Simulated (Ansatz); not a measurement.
Born–Oppenheimer molecular dynamics of ClF$_{4}$Ta (6 atoms, charge 0, multiplicity 1). It goes on from the last frame of an earlier run, with new velocities.

Method: Ansatz, RHF/def2-SVP.

| Quantity | Value |
| --- | --- |
| ensemble | NVE (velocity Verlet) |
| time step | 2 fs |
| steps asked | 100 |
| starting velocities drawn for | 1500 K |
| seed | 209942 |

First frame:

```xyz
6
Properties=species:S:1:pos:R:3
Ta -0.320 0.333 0.035
F 1.319 0.273 1.080
Cl -1.095 0.478 2.380
F 0.670 0.486 -1.559
F -1.206 1.717 -0.515
F -0.894 -1.256 -0.500
```

Q: What does the run give?

A: All steps were run.

```yaml
steps_done: 100
time_covered: 200 fs
mean_temperature_over_the_second_half: 1622 K
spread_of_the_potential_energy_over_the_second_half: 42.7 meV per atom
mean_potential_energy_of_the_second_half_above_the_start: -11.3 meV per atom
```

The conserved energy stayed within 2 meV per atom of its start (net change -2 meV per atom), so the integration is sound. A run of 0.2 ps of so small a system gives no equilibrium averages.

Q: What happens to the structure?

A: The same pairs are bonded in the first frame and the last. Pairs count as bonded within 1.25 times the sum of covalent radii (0.12 Å more for H–H). Another seed would give other details.

Q: How do temperature and energy run in time?

A: 
```tsv
time (fs)	T (K)	potential energy less start (eV)	conserved less start (meV/atom)
0	1500	0.000	0.00
16	1419	0.037	-0.78
32	1507	-0.006	-0.44
48	1406	0.050	0.30
64	1866	-0.195	-0.92
80	1671	-0.094	-0.93
96	968	0.278	0.50
112	1722	-0.120	-0.86
128	1815	-0.170	-1.16
144	1215	0.149	0.34
160	2095	-0.314	-1.10
176	1673	-0.096	-1.14
192	778	0.374	0.21
```

Time of the run: 5 min on 1 thread of Arm Neoverse V1 (shared host), peak memory 0.22 GiB.
